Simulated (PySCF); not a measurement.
A GIAO shielding run with PySCF 2.14 (density fitting, non-relativistic, gas phase) on SMILES [Si@@H](SCCCC)(C)Cl, C5H13ClSSi:

```
{"job": {"kind": "nmr", "xc": "LC-wPBE", "basis": "pcSseg-1", "pop": false}, "charge": 0, "multiplicity": 1}
C     -3.412249     0.492056     0.297689
C     -2.395689    -0.638212     0.295034
C     -1.049277    -0.225274    -0.286694
C     -0.036466    -1.354196    -0.261102
S      1.580741    -0.961285    -1.028450
Si     2.295940     0.593207     0.241753
C      4.124972     0.763806    -0.052226
Cl     1.929641     0.077754     2.229290
H     -3.053864     1.348214     0.891337
H     -3.605402     0.857606    -0.723546
H     -4.374249     0.170597     0.724233
H     -2.792648    -1.495598    -0.276735
H     -2.245645    -1.006314     1.325121
H     -1.174304     0.130400    -1.323565
H     -0.659231     0.632935     0.288275
H     -0.400006    -2.221196    -0.834106
H      0.152971    -1.694588     0.768437
H      1.583285     1.886008     0.042928
H      4.638941    -0.182002     0.172980
H      4.542210     1.556473     0.586968
H      4.318149     1.026297    -1.104303
```

Hardware: 1 thread of an Arm Neoverse V1, shared host.

Question: How large is the calculation?

Answer: 90 electrons, 222 basis functions and 1220 auxiliary functions.

Question: How long does it take?

Answer: 72 s of wall time, with 13 SCF cycles and 6 response iterations. Times on a shared host scatter by some tens of per cent.

Question: And these other runs on the same molecule and hardware: GIAO shielding at PBE0/aug-cc-pVDZ; GIAO shielding at PBE0/cc-pVDZ; GIAO shielding at PBE0/def2-SVP; GIAO shielding at PBE0/pcSseg-0; GIAO shielding at BLYP/pcSseg-1; GIAO shielding at PBE0/6-311+G(2d,p)?

Answer: PBE0/aug-cc-pVDZ: 313 functions, 91 s; PBE0/cc-pVDZ: 189 functions, 38 s; PBE0/def2-SVP: 189 functions, 33 s; PBE0/pcSseg-0: 110 functions, 16 s; BLYP/pcSseg-1: 222 functions, 54 s; PBE0/6-311+G(2d,p): 318 functions, 88 s.
